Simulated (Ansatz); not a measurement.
The cluster CsF2⁻. Charge -1, multiplicity 3. Geometry PBE0-D4/def2-TZVPD; atoms count from 1.

```csv
atom,x (Å),y (Å),z (Å)
Cs1,0.0040,-0.0054,-0.0052
F2,1.5993,1.7271,-0.5850
F3,-1.6032,-1.7217,0.5902
```

In the def2 sets Cs takes a core potential; there is no spin–orbit coupling. The highest occupied level of the charge -1 triplet lies above zero (up to 0.76 eV). The electron is either unbound and held by the finite basis, or the level is raised by self-interaction error. At PBE0-D4/def2-TZVPD a singlet of charge -1 lies 3.86 eV below the triplet, each at its own geometry. The structure comes from a short search, and lower isomers may exist.

Problem. Estimate the Mulliken populations from the PBE0/def2-TZVPD orbitals of Ansatz.

Solution. 
| atom | charge (e) | spin (α − β) |
| --- | --- | --- |
| Cs1 | 0.13 | 1.07 |
| F2 | -0.57 | 0.47 |
| F3 | -0.57 | 0.47 |
Mulliken values depend strongly on the basis. With diffuse functions, as here, like atoms can get unlike values, and bond orders can come out too low or too high.

Problem. Where does the spin sit?

Solution. Summed by element: Cs 1.07, F 0.93, of 2 unpaired in all. Largest on single atoms: Cs1 1.07, F3 0.47, F2 0.47.
